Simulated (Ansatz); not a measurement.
Species: H$_{9}$NOSi$_{3}$, SMILES `N[Si@@H](O)[SiH2][SiH3]` (charge 0, multiplicity 1), formula H$_{9}$NOSi$_{3}$.

Task: How many basis functions does frozen-core CCSD(T)/cc-pVTZ // r2SCAN-D4/def2-TZVP in Ansatz (a program for electronic structure) use, how many core orbitals are frozen, and how many electrons are correlated?

Result: 288 basis functions and 17 frozen orbitals, which leaves 32 correlated electrons. Core time is of the order of minutes.
